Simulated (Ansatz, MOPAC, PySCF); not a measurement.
Torsion F1–Pb2–S3–H4 in FHPbS (SMILES [F][Pb][SH]); at each angle all else is relaxed with GFN2-xTB, and the levels are single points there.
Geometry at 0° (charge 0, multiplicity 1):
```xyz
4

F      1.7368    -0.8863    -0.1629
Pb     0.9949     1.0277    -0.6183
S     -1.4254     0.3986    -0.5014
H     -1.2676    -0.8764    -0.2021
```

On the grid 0° to 330°, 90° is the highest and 0° the lowest point at CCSD(T)/CBS(def2-TZVPP, def2-QZVPP).

Frozen-core correlation. Filled d and f shells under p-block atoms count as core. CBS(a, b) extrapolates the correlation energy as X⁻³ and adds the Hartree–Fock energy of set b. The state that PM6 reach isn't checked.

The values were computed with Ansatz (Gaussian orbitals); MOPAC for PM6 (differences of heats of formation); PySCF for the dispersion terms. Values without a source in brackets are computed. In def2 rows elements past Kr take small-core potentials, without spin–orbit coupling.

```csv
level,energy at 90° less that at 0° (kJ/mol)
PM6,28.4
BLYP-D3(BJ)/def2-TZVPP,29.8
r2SCAN-D3(BJ)/def2-TZVPP,32.6
B3LYP-D4/def2-TZVPP,30.3
PBE0-D4/def2-TZVPP,30.7
MP2/def2-SVP,32.6
MP2/def2-TZVPP,29.2
MP2/def2-QZVPP,[?]
"CCSD(T)/CBS(def2-TZVPP, def2-QZVPP)",[?]
```

Q: What belongs in the gaps?

A: 
- MP2/def2-QZVPP, energy at 90° less that at 0° (kJ/mol): 27.8
- CCSD(T)/CBS(def2-TZVPP, def2-QZVPP), energy at 90° less that at 0° (kJ/mol): 27.1

Ansatz is a first-principles code.
